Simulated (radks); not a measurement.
Numerical settings for the mercury ion Hg3+, [Xe] 4f14 5d9. Calculated with a radial shooting solver on a logarithmic mesh with Libxc functionals: scalar-relativistic Kohn-Sham, r2SCAN, spin-polarised, spherical densities, finite nucleus; open shells are filled with parallel spins first (spin-orbit coupling, left out, can overturn this in heavy ions); meta-GGA in the generalised Kohn-Sham scheme; Fermi nuclear charge, rms radius 5.4648 fm. The defaults (mesh step 0.008 in ln r, mesh end at 40 bohr or more with all orbitals vanishing there, Anderson mixing 0.5 over 9 steps, residual threshold near 1e-9 with the energy settled to 1e-9 hartree or 1e-11 of itself, here a cap of 64 iterations) give E = -19617.853 hartree and 5d at -42.295 eV in 11 iterations. Run on one thread of a shared host, so times are rough (Arm Neoverse V1): 0.25 s of CPU time, 0.25 s wall, 11 iterations on 2213 mesh points. Changes against that run (0 stands for a change within the tolerance of the run):

setting                     iterations         converged  E (mhartree)  e(5d) (meV)  CPU (s)
mesh step in ln r 0.012             11               yes      -0.00156            0     0.17
mesh step in ln r 0.12               4                no      diverged            -     0.01
mesh step in ln r 0.08               2                no      diverged            -     0.02
mesh end (bohr) 1                   10  level above zero     +2.19e+05    +5.27e+05     0.19
mesh end (bohr) 3                   11               yes          +336    +4.06e+03     0.23
residual threshold 1e-05            11               yes             0            0     0.25
residual threshold 0.1              11               yes             0            0     0.25
mixing 2.5                          15               yes             0      -0.0634     0.32
linear mixing, mixing 0.05          64                no         +40.4         -552      1.3
linear mixing, mixing 0.2           61               yes      +0.00302       -0.074        1
mixing history 20                   11               yes             0            0     0.25
iteration cap 3                      3                no          +363    -1.29e+03     0.08

Settled on a wrong energy, with an occupied level pushed above zero by the early mesh end: mesh end (bohr) 1 (+219 hartree). Apart from these: settings that end as converged yet miss the energy by more than 1 mhartree: mesh end (bohr) 3 (+0.336 hartree). A mesh that ends early acts as a hard wall.
